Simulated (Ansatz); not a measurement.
`[SH][GeH]([Cl])[Cl]` + H₂O → `[OH][GeH]([Cl])[Cl]` + H₂S  (formal hydrolysis of a Ge–S bond)

Program: Ansatz. Geometries: PBE0-D4/def2-TZVP. ΔE: electronic, gas phase. CCSD(T)/CBS is the MP2 limit (def2-TZVPP, def2-QZVPP) plus CCSD(T) − MP2 in def2-TZVPP, frozen cores. This one scheme is used for every species. DFT in def2-TZVPP. For Ge outer-core shells are correlated without core-valence functions, which leaves a few kJ/mol of doubt a bond. Scalar relativity is left out up to krypton. One conformer a species, not always the lowest.

`[SH][GeH]([Cl])[Cl]`:

```xyz
6

S     1.726    0.437   -0.222
Ge   -0.319   -0.316    0.059
Cl   -0.388   -2.177   -0.982
Cl   -1.750    1.014   -0.819
H     1.468    1.574    0.449
H    -0.736   -0.533    1.515
```

H₂O:

```xyz
3

O     0.055   -0.037   -0.383
H    -0.360    0.694    0.078
H     0.305   -0.657    0.305
```

`[OH][GeH]([Cl])[Cl]`:

Z-matrix (Å, degrees):
```
Ge
Cl 1 2.137
Cl 1 2.137 2 106.8
O 1 1.752 2 109.7 3 -118.8
H 1 1.521 2 111.2 3 121.6
H 4 0.961 1 113.6 2 58.9
```

H₂S:

```xyz
3

S    -0.088    0.200   -0.580
H    -0.908   -0.241    0.386
H     0.996    0.042    0.194
```

```csv
level,ΔE (kJ/mol)
PBE-D4,12.7
PBE0-D4,13.1
HF/def2-TZVPP,-6.8
SCS-MP2/def2-TZVPP,1.4
```

(1) What does CCSD(T)/CBS give? (An estimate is asked.)

Largest T1 diagnostic among the species: 0.010.

Results:

(1) Ansatz gave: +9.4 kJ/mol. The listed levels differ from it by 3.3, 3.7, -16.2, -8.0 kJ/mol.

The D4 term adds +5.7 kJ/mol with B3LYP and +3.1 kJ/mol with PBE0; it sums over pairs of atoms, weighted by their polarisabilities, and B3LYP, whose exchange is more repulsive, gets the larger term. Leaving LDA and LC-ωPBE aside and taking each functional with its dispersion term where it has one, the values, not all of them listed here, spread over 14.0 kJ/mol, from CAM-B3LYP-D4 to revPBE-D4.

B3LYP here is the variant with VWN-RPA as its local correlation; programs differ in this.
